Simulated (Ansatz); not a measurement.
Ansatz (a first-principles code) input:
A basis named .json is the Basis Set Exchange file of that set.

Ansatz 0.2 input:
```yaml
crystal:
  periodic: [false, false, false]
  atoms:
    - {symbol: Si, position_ang: [0.09545344, -0.03361010, 0.41868837]}
    - {symbol: C, position_ang: [1.65925391, -0.34210545, -0.58959849]}
    - {symbol: C, position_ang: [-1.21685155, -1.31791835, -0.01223117]}
    - {symbol: C, position_ang: [-0.56120925, 1.70185687, 0.08070580]}
    - {symbol: H, position_ang: [2.43683958, 0.38574861, -0.35158225]}
    - {symbol: H, position_ang: [2.06230117, -1.33931062, -0.40467288]}
    - {symbol: H, position_ang: [1.44043222, -0.26164366, -1.66029999]}
    - {symbol: H, position_ang: [-0.86156156, -2.33132673, 0.18228153]}
    - {symbol: H, position_ang: [-1.47620752, -1.25120914, -1.07479556]}
    - {symbol: H, position_ang: [-2.13001043, -1.16370470, 0.56519566]}
    - {symbol: H, position_ang: [-0.81132495, 1.81112516, -0.98054879]}
    - {symbol: H, position_ang: [-1.46348129, 1.90621339, 0.65967583]}
    - {symbol: H, position_ang: [0.17950598, 2.46365059, 0.32985233]}
basis:
  gaussian:
    orbitals: aug-cc-pV_D+d_Z.json
magnetization: {spin_polarized: true, initial_magnetization: 1}
correlation: {method: ccsd_t, electrons: outside_noble_gas}
output: {forces: true}
```

Question: Predict the final energy.

Answer: -408.40914 Eh (CCSD(T)/aug-cc-pV(D+d)Z). The basis has 182 functions.

It need not be the lowest isomer of its formula.
